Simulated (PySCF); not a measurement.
Compound: C8H13FO.
Structure used (GFN2-xTB), in Å, numbered top down from 1:
```
atom  x, y, z in Å
O1     3.1284    0.0868    0.4159
C2     1.9288    0.7147    0.0263
C3     0.8344   -0.2947   -0.3059
C4    -0.4572    0.1773   -1.0061
C5    -1.1304   -1.1697   -1.2848
C6    -0.9086   -1.8398    0.0969
C7    -0.1658   -0.6985    0.7969
C8    -1.0470    0.4994    0.3819
C9    -0.7886    1.8701    0.9879
F10   -1.9828    2.5490    1.1055
H11    3.4214   -0.5022   -0.2889
H12    2.1063    1.3602   -0.8487
H13    1.6660    1.3434    0.8755
H14    1.3192   -1.1420   -0.8033
H15   -0.4433    0.9100   -1.8083
H16   -2.1859   -1.0564   -1.5276
H17   -0.6481   -1.7131   -2.0966
H18   -0.3030   -2.7430    0.0312
H19   -1.8444   -2.0892    0.5953
H20    0.1494   -0.8546    1.8240
H21   -2.1207    0.3177    0.4746
H22   -0.3837    1.8003    2.0035
H23   -0.1490    2.5014    0.3650
```

Computed, not measured: PBE0/pcSseg-1 in PySCF (dipole) on a GFN2-xTB geometry, gas phase.

Take the most abundant isotopes and a rigid rotor. The values belong to one conformer with, in the numbering `[OH:1][CH2:2][C@@H:3]1[C@H:4]2[CH2:5][CH2:6][C@@H:7]1[C@H:8]2[CH2:9][F:10]`, H–O1–C2–C3 58°, O1–C2–C3–C4 -168°, C7–C8–C9–F10 -147°.

(1) What are A, B and C (MHz)?

(2) What kind of rotor is it?

(3) What does the inertial defect say?

(4) Where do the levels up to J = 2 lie, in K?

(5) Which types of transition are allowed, and where do some lines up to J = 4 fall?

(6) Estimate the classical rotational partition function at 10 K, 50 K and 100 K.

## Answers

(1) Ia = 325.31, Ib = 458.85, Ic = 665.94 u·Å²; 505379 MHz·u·Å²/I gives A = 1554, B = 1101, C = 758.9 MHz.

(2) An asymmetric top; Ray's κ = -0.138.

(3) Not planar: Δ = Ic − Ia − Ib = -118.22 u·Å². For a rigid frame Δ = −2 Σ m c², so Σ m c² = 59.11 u·Å² lies off the ab plane: 17.83 from hydrogen and 41.28 from heavier atoms. The atom farthest from that plane is 2.05 Å away.

(4) Above 0(0,0), as E/k:
J = 1: 1(0,1) 0.089, 1(1,1) 0.111, 1(1,0) 0.127
J = 2: 2(0,2) 0.261, 2(1,2) 0.273, 2(1,1) 0.322, 2(2,1) 0.388, 2(2,0) 0.394
The levels of one J sum to (2J + 1)J(J + 1)(A + B + C)/3.

(5) The dipole components are |μa| = 1.53 D, |μb| = 1.51 D, |μc| = 0.93 D. The squared components, which scale the intensities, stand as 1.00 : 0.97 : 0.37 (a : b : c). Some lines, for components of 0.1 D or more:

| type | branch | J(Ka,Kc) | MHz | lower level (cm⁻¹) |
| --- | --- | --- | --- | --- |
| c | Q | 4(2,3) ← 4(1,3) | 540 | 0.682 |
| c | Q | 3(2,2) ← 3(1,2) | 951 | 0.424 |
| c | Q | 2(2,1) ← 2(1,1) | 1356 | 0.224 |
| b | Q | 2(2,0) ← 2(1,1) | 1490 | 0.224 |
| b | Q | 3(2,1) ← 3(1,2) | 1524 | 0.424 |
| a | R | 1(0,1) ← 0(0,0) | 1860 | 0.000 |
| c | R | 1(1,0) ← 0(0,0) | 2655 | 0.000 |
| a | R | 2(1,2) ← 1(1,1) | 3378 | 0.077 |
| b | Q | 4(2,3) ← 4(1,4) | 3740 | 0.575 |
| b | R | 3(0,3) ← 2(1,2) | 4898 | 0.190 |
| a | R | 3(1,3) ← 2(1,2) | 4995 | 0.190 |
| b | R | 4(2,2) ← 3(3,1) | 5522 | 0.562 |
| c | R | 2(2,0) ← 1(1,0) | 5553 | 0.089 |
| a | R | 3(2,2) ← 2(2,1) | 5581 | 0.269 |
| c | R | 2(2,1) ← 1(1,1) | 5762 | 0.077 |
| b | R | 4(0,4) ← 3(1,3) | 6531 | 0.356 |
| b | R | 4(1,4) ← 3(0,3) | 6660 | 0.353 |
| b | R | 4(1,3) ← 3(2,2) | 6793 | 0.455 |
| b | R | 3(2,2) ← 2(1,1) | 6937 | 0.224 |
| c | R | 3(2,2) ← 2(1,2) | 7965 | 0.190 |
| b | R | 3(3,1) ← 2(2,0) | 8636 | 0.274 |
| c | R | 3(3,0) ← 2(2,0) | 8672 | 0.274 |

(6) Point group C1, symmetry number σ = 1; q = (√π/σ)·√((kT/h)³/(ABC)), k/h = 20836.6 MHz/K: 4680 at 10 K, 52300 at 50 K, 148000 at 100 K.

No GFN2-xTB frequencies stand behind this structure, so it isn't proved a minimum. Constants of a rigid frame at the computed geometry: no zero-point averaging, no centrifugal distortion.

On one thread of an x86-64 server (shared host), this took 75 s wall. This is the PBE0/pcSseg-1 job that gave the dipole, with the shieldings it also computed.
